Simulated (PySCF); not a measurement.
**Nitrogen: a sound run and one with changed settings**

Sound run: N²⁺ [He] 2s2 2p1, N³⁺ [He] 2s2. Calculation: PySCF 2.14, in def2-TZVP (5s3p2d1f, 31 functions); no relativity, point nucleus. In the sound run the correlated levels freeze 1s2. The sound run starts from symmetry-adapted Hartree-Fock orbitals and uses a fine grid where one is needed.

Changed run: all electrons correlated in a basis built for the valence shell.

```
species   method  sound run (hartree)  changed run (hartree)  converged
    N²⁺      MP2            -52.87400              -52.89029        yes
    N²⁺  CCSD(T)            -52.90193              -52.91869        yes
    N³⁺      MP2            -51.12970              -51.14537        yes
    N³⁺  CCSD(T)            -51.16589              -51.18169        yes
```

Ionisation energy of N²⁺:

```json
{"method": "UHF", "sound run (eV)": "47.297", "changed run (eV)": "47.297"}
{"method": "MP2", "sound run (eV)": "47.465", "changed run (eV)": "47.482"}
{"method": "SCS-MP2", "sound run (eV)": "47.417", "changed run (eV)": "47.427"}
{"method": "CCSD", "sound run (eV)": "47.212", "changed run (eV)": "47.241"}
{"method": "CCSD(T)", "sound run (eV)": "47.240", "changed run (eV)": "47.266"}
```

A valence basis has no tight correlating functions, so it recovers only part of the core correlation, and not evenly between atom and ion.

For comparison, NIST gives 47.445 eV between the lowest levels.
